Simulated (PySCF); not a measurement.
# Spin-rotation constants: `InChI=1S/C7H12N2/c1-4-7-5-6(2)8-9(7)3/h5H,4H2,1-3H3`

Molfile (atoms numbered from 1):
```
C7H12N2
     RDKit          3D

 21 21  0  0  0  0  0  0  0  0999 V2000
   -2.4021   -1.0339   -0.6972 C   0  0  0  0  0  0  0  0  0  0  0  0
   -1.7192   -0.6390    0.6154 C   0  0  0  0  0  0  0  0  0  0  0  0
   -0.3001   -0.2497    0.3872 C   0  0  0  0  0  0  0  0  0  0  0  0
    0.8470   -1.0169    0.3727 C   0  0  0  0  0  0  0  0  0  0  0  0
    1.8861   -0.1288    0.0528 C   0  0  0  0  0  0  0  0  0  0  0  0
    3.3346   -0.4341   -0.0973 C   0  0  0  0  0  0  0  0  0  0  0  0
    1.4036    1.0921   -0.1157 N   0  0  0  0  0  0  0  0  0  0  0  0
    0.0873    1.0102    0.0830 N   0  0  0  0  0  0  0  0  0  0  0  0
   -0.7186    2.1928   -0.0002 C   0  0  0  0  0  0  0  0  0  0  0  0
   -1.8803   -1.8730   -1.1514 H   0  0  0  0  0  0  0  0  0  0  0  0
   -2.3931   -0.2063   -1.4033 H   0  0  0  0  0  0  0  0  0  0  0  0
   -3.4350   -1.3222   -0.5155 H   0  0  0  0  0  0  0  0  0  0  0  0
   -2.2645    0.1862    1.0791 H   0  0  0  0  0  0  0  0  0  0  0  0
   -1.7430   -1.4887    1.3004 H   0  0  0  0  0  0  0  0  0  0  0  0
    0.9269   -2.0670    0.5687 H   0  0  0  0  0  0  0  0  0  0  0  0
    3.6802   -0.1369   -1.0856 H   0  0  0  0  0  0  0  0  0  0  0  0
    3.9161    0.1176    0.6395 H   0  0  0  0  0  0  0  0  0  0  0  0
    3.5077   -1.4986    0.0380 H   0  0  0  0  0  0  0  0  0  0  0  0
   -0.0697    3.0027   -0.3266 H   0  0  0  0  0  0  0  0  0  0  0  0
   -1.1433    2.4452    0.9749 H   0  0  0  0  0  0  0  0  0  0  0  0
   -1.5296    2.0652   -0.7192 H   0  0  0  0  0  0  0  0  0  0  0  0
  1  2  1  0
  2  3  1  0
  3  4  2  0
  4  5  1  0
  5  6  1  0
  5  7  2  0
  7  8  1  0
  8  9  1  0
  8  3  1  0
  1 10  1  0
  1 11  1  0
  1 12  1  0
  2 13  1  0
  2 14  1  0
  4 15  1  0
  6 16  1  0
  6 17  1  0
  6 18  1  0
  9 19  1  0
  9 20  1  0
  9 21  1  0
M  END
```

The calculation used PySCF 2.14.0, GIAO B3LYP/pcSseg-1 magnetisability, rotational g tensor and spin-rotation constants, non-relativistic, gas phase. Geometry: GFN2-xTB.

**Question.** Give the nuclear spin-rotation constants along the inertial axes (H = +C I·J) beside the isotropic shieldings.

**Answer.** Rotational constants 2.8453, 1.2112, 0.9234 GHz. A star marks the isotopologue with that one atom substituted, in its own axes.
| atom | isotope | Caa (kHz) | Cbb (kHz) | Ccc (kHz) | mean (kHz) | σ (ppm) |
| --- | --- | --- | --- | --- | --- | --- |
| N7 | 14N | 0.755 | 0.225 | 0.086 | 0.355 | -85.8 |
| N8 | 14N | 0.378 | 0.191 | 0.077 | 0.215 | 41.6 |
| H10 | 1H | -0.248 | -0.035 | -0.078 | -0.120 | 30.7 |
| H11 | 1H | -0.314 | -0.042 | -0.052 | -0.136 | 30.7 |
| H12 | 1H | 0.044 | -0.130 | -0.099 | -0.061 | 30.6 |
| H13 | 1H | -0.189 | -0.034 | -0.077 | -0.100 | 29.3 |
| H14 | 1H | -0.297 | -0.018 | -0.050 | -0.121 | 29.1 |
| H15 | 1H | -0.301 | 0.122 | -0.105 | -0.095 | 26.0 |
| H16 | 1H | -0.232 | -0.123 | 0.009 | -0.115 | 29.3 |
| H17 | 1H | -0.140 | -0.100 | -0.038 | -0.093 | 29.3 |
| H18 | 1H | -0.287 | 0.034 | -0.103 | -0.119 | 29.9 |
| H19 | 1H | -0.156 | -0.006 | -0.084 | -0.082 | 27.6 |
| H20 | 1H | -0.240 | -0.113 | 0.016 | -0.112 | 28.1 |
| H21 | 1H | -0.054 | -0.124 | -0.038 | -0.072 | 28.2 |
| C1 | 13C* | 0.402 | 0.196 | 0.136 | 0.245 | 162.7 |
| C2 | 13C* | 0.446 | 0.202 | 0.140 | 0.263 | 157.4 |
| C3 | 13C* | 1.231 | 0.509 | 0.182 | 0.641 | 32.8 |
| C4 | 13C* | 0.835 | 0.491 | 0.164 | 0.497 | 71.0 |
| C5 | 13C* | 1.398 | 0.458 | 0.176 | 0.677 | 30.4 |
| C6 | 13C* | 0.382 | 0.181 | 0.140 | 0.235 | 166.0 |
| C9 | 13C* | 0.505 | 0.189 | 0.183 | 0.292 | 144.0 |

For the geometry as given, no vibrational averaging.
